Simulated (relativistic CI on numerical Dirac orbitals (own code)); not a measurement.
**Hyperfine structure of Kr¹⁹⁺, mass number 83**

Computed by Dirac-Coulomb-Breit CI, orbitals from a KLI potential per configuration, QED by a radiative potential, unscaled Slater integrals (own radial code, finite nucleus).

Configurations in the expansion (outside the closed core [Ne]): 3s²3p⁵, 3s3p⁶, 3s²3p⁴3d, 3s3p⁵3d, 3p⁶3d, 3s3p⁴3d², 3s²3p³3d4p, 3s²3p⁴4s, 3p⁶4s, 3p⁶4p, 3s²3p⁴4p, 3s3p⁴3d4s, 3s²3p³3d², 3s²3p²3d³, 3s3p³3d³, 3s²3p²3d²4s, 3s²3p²3d²4p. Double excitations out of closed p, d and f shells are left out; levels of such configurations are missing from the list, as are those of other unlisted configurations, and high levels can miss mixing partners.

Nuclear spin I = 9/2, μ = -0.97073 μN, Q = 0.259 b (tables of Stone and Pyykkö). The electronic factors are computed for point nuclear moments, without core polarisation or the Bohr-Weisskopf and QED corrections.

```csv
Level,E (cm⁻¹),A (MHz),B (MHz)
3s²3p⁵ ²P°3/2,0,-3290,-7220
3s²3p⁵ ²P°1/2,87287,-17980,
3s3p⁶ ²S1/2,564412,-44410,
3s²3p⁴3d ⁴D5/2,698885,-2163,-1330
3s²3p⁴3d ⁴D3/2,701121,-2901,-1630
3s²3p⁴3d ⁴D7/2,706895,-1539,-1600
3s²3p⁴3d ⁴D1/2,712423,-4182,
3s²3p⁴3d ⁴F9/2,747369,-1827,5220
```

Levels with J = 0, under 50 % of one LS term, or S terms without an open s electron are left out. Small factors come from cancelling terms and can be off by tens of per cent or more.

At this charge energies of transitions that change n are usually good to better than 1 %, and those within a shell (Δn = 0) to a few per cent.

**Question.** Give the hyperfine levels of 3s²3p⁵ ²P°1/2 relative to its centre of gravity.

**Answer.** With K = F(F + 1) − I(I + 1) − J(J + 1), E = AK/2: F = 4: 49450, F = 5: -40460 MHz.

LS names give the leading component of a level, which can be under half, so a name can repeat, a term be missing and a line seem to break the LS rules.
